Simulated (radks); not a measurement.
Values are calculated unless marked as measured or tabulated.
Q: The table gives one normalised radial function P(r) = r R(r) (large component) of Tl+ in [Xe] 4f13 5d10 6s2 6p1 (r in bohr). Code: a radial shooting solver on a logarithmic mesh with Libxc functionals. Model: Dirac Kohn-Sham, PBE, spin-unpolarised, spherical densities, finite nucleus; open shells fill j = l - 1/2 first; Fermi nuclear charge, rms radius 5.4759 fm.

r           P
0.001145   0.0000
0.001564   0.0000
0.002119   0.0001
0.002896   0.0001
0.003956   0.0003
0.005361   0.0008
0.007324   0.0018
0.009926   0.0041
0.01356    0.0093
0.01853    0.0204
0.02511    0.0421
0.0343     0.0829
0.04649    0.1479
0.06351    0.2374
0.08676    0.3186
0.1176     0.3192
0.1606     0.1537
0.2177    -0.1656
0.2974    -0.4570
0.4063    -0.4072
0.5507     0.0520
0.7523     0.6508
1.02       0.9624
1.393      0.8661
1.903      0.5459
2.579      0.2533
3.523      0.0788
4.775      0.0158
6.524      0.0016
8.912      0.0001

Which n and l does it have? It may be an empty orbital.

A: n = 5, l = 2: the number of nodes gives n - l - 1 = 2, the rise at small r points to l (this Dirac orbital starts outside the nucleus as r^gamma with gamma = sqrt((l + 1)^2 - (Z/c)^2) = 2.94; the j = 5/2 orbital of l + 1 starts with the same power, but with a smaller coefficient, and then steepens), and the extent must fit the shell. The curve is that of 5d5/2; the two j differ most near the nucleus, where j = l - 1/2 has the larger amplitude, and in heavy atoms j = l - 1/2 is also the more compact. 5d5/2: eigenvalue -27.425 eV, 2 radial nodes at r = 0.188, 0.536 bohr, <r> = 1.33 bohr, 90 % of the charge inside 2.02 bohr.
